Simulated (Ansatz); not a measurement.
`BCOC#N` + `[SiH3]S` → `BS[SiH3]` + `COC#N` at 400 K and 1 bar (ligand exchange at a B–C bond).

Program: Ansatz. Geometries: PBE0-D4/def2-TZVP. ΔE: electronic, gas phase. CBS: MP2 limit from def2 TZ/QZ plus the TZ coupled-cluster correction, frozen cores. Each species was taken in one conformer, which may not be the lowest.

```csv
species,CCSD(T)/CBS energy (Eh),H − E (kJ/mol),S (J/(mol·K))
`BCOC#N`,-233.09932,186.6,342.4
`[SiH3]S`,-689.27336,109.8,293.0
`BS[SiH3]`,-714.68055,151.5,334.3
`COC#N`,-207.72673,154.6,301.9
```

H − E and S are ideal-gas, rigid-rotor, harmonic terms from PBE0-D4/def2-TZVP, for one conformer and one mirror image of each species. 1 Eh = 2625.50 kJ/mol, R = 8.31446 J/(mol·K).

Question: By hand: ΔE, ΔH, ΔS and ΔG.

Answer: ΔE = (-714.68055) + (-207.72673) − (-233.09932) − (-689.27336) = -0.03460 Eh = -90.8 kJ/mol. Δ(H − E) = 151.5 + 154.6 − 186.6 − 109.8 = 9.7, so ΔH = -81.1 kJ/mol. ΔS = 334.3 + 301.9 − 342.4 − 293.0 = 0.8 J/(mol·K). ΔG = -81.1 − 400 × (0.8)/1000 = -81.4 kJ/mol.

Question: By hand: the equilibrium constant, and the temperature at which ΔG would vanish if ΔH and ΔS stayed fixed.

Answer: log₁₀ K = −ΔG/(RT ln 10) = 10.6. ΔH and −TΔS have one sign here, so there is no such temperature. One of them is within its doubt of zero, so this could turn.

The number of gas molecules stays the same, so ΔS is small and ΔH decides. A doubt of 5 kJ/mol in ΔE shifts log₁₀ K by 0.7 here. Other conformers and mirror images would add mixing entropy, several J/(mol·K) or more a flexible species. These are equilibria of isolated gas molecules and say nothing of rates. Largest T1 diagnostic: 0.014 (customary marks: 0.02 for closed shells, 0.045 for open ones).
